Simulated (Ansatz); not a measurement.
Reaction (ligand exchange at a B–O bond): `BO[SiH2]F` + `CO[SiH2]N` → `BN[SiH2]OC` + `O[SiH2]F`

Program: Ansatz. Geometries: PBE0-D4/def2-TZVP. ΔE: electronic, gas phase. CBS: MP2 limit from def2 TZ/QZ plus the TZ coupled-cluster correction, frozen cores. This one scheme is used for every species. Functionals use def2-TZVPP. Each species was taken in one conformer, which may not be the lowest.

```tsv
level	ΔE (kJ/mol)	difference from CCSD(T)/CBS
PBE-D4	-5.5	-4.9
r2SCAN-D4	-1.8	-1.2
ωB97M-V	-0.6	0.0
B2PLYP	0.5	1.1
r2SCAN	-1.7	-1.1
PBE0	-3.7	-3.1
MP2/def2-TZVPP	-2.3	-1.7
CCSD(T)/def2-TZVPP	-1.8	-1.2
HF/CBS(def2)	10.8	11.4
CCSD/CBS(def2)	0.9	1.5
CCSD(T)/CBS	-0.6	0
```

Largest T1 diagnostic among the species: 0.013.

In def2-TZVPP, CCSD(T) changes the Hartree–Fock value by −11.3 kJ/mol (the triples alone add −1.5 kJ/mol) and MP2 by −11.8 kJ/mol.
